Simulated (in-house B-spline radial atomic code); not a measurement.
B97-1 excitations of Ca

Method: B97-1. Computed with a B-spline radial code for spherical atoms: linear response of the closed shell [Ar] 4s2 with the functional's adiabatic kernel; non-relativistic, point nucleus, no spin-orbit coupling, no double excitations, S, P, D and F terms only; shells from n = 2 respond.

Command:
```bash
python run_td.py task.json out
```
Settings (radii: box in bohr, nucleus in fm):
```
Z                        20
electrons                20
configuration            [Ar] 4s2
hamiltonian              nr
method                   b97_1
box_radius               75
intervals                58
```

Run time, properties included: 0.4 s on 1 thread of Intel(R) Xeon(R) 6975P-C (Granite Rapids), with other jobs on the host.

The lowest states, in the order of their Tamm-Dancoff energies; the method's threshold (minus the highest occupied level) is 4.142 eV. Labels give the largest channel, * marks a mixed state, and oscillator strengths are full-response dipole values. Measured ¹D terms are left out, since they can mix with doubly excited terms. Semilocal kernels can invert the small singlet-triplet splittings of Rydberg terms. Energies in eV:

```json
{"state": "4s → 3d 3D", "full response": "1.633", "Tamm-Dancoff": "1.669", "oscillator strength": "-", "measured (J-weighted term)": "2.524"}
{"state": "4s → 4p 3P", "full response": "1.751", "Tamm-Dancoff": "1.876", "oscillator strength": "-", "measured (J-weighted term)": "1.892"}
{"state": "4s → 3d 1D", "full response": "2.016", "Tamm-Dancoff": "2.023", "oscillator strength": "-", "measured (J-weighted term)": "-"}
{"state": "4s → 4p 1P", "full response": "?", "Tamm-Dancoff": "?", "oscillator strength": "?", "measured (J-weighted term)": "?"}
{"state": "4s → 5s 3S", "full response": "3.533", "Tamm-Dancoff": "3.548", "oscillator strength": "-", "measured (J-weighted term)": "3.910"}
{"state": "4s → 5s 1S", "full response": "?", "Tamm-Dancoff": "?", "oscillator strength": "-", "measured (J-weighted term)": "?"}
{"state": "4s → 5p 3P", "full response": "3.872", "Tamm-Dancoff": "3.883", "oscillator strength": "-", "measured (J-weighted term)": "4.534"}
```

(1) Where does 4s → 4p 1P lie?

(2) Where does 4s → 5s 1S lie?

(3) How large is the singlet-triplet splitting of 4s → 3d (D terms) in Tamm-Dancoff?

(4) What polarisabilities and dispersion coefficient does the method give?

Results:

(1) At 2.962 eV in full response, 3.113 eV in Tamm-Dancoff, oscillator strength 1.83; measured 2.933 eV.

(2) At 3.776 eV in full response, 3.782 eV in Tamm-Dancoff; measured 4.131 eV.

(3) 0.354 eV, from the unrounded values.

(4) Dipole 162.7 bohr³, quadrupole 3472 bohr⁵, C6 2278 hartree·bohr⁶ for two such species. Recommended dipole value: 160.8 ± 4 bohr³ (Schwerdtfeger and Nagle, table of static dipole polarizabilities (2023 update)), which includes relativity and correlation.
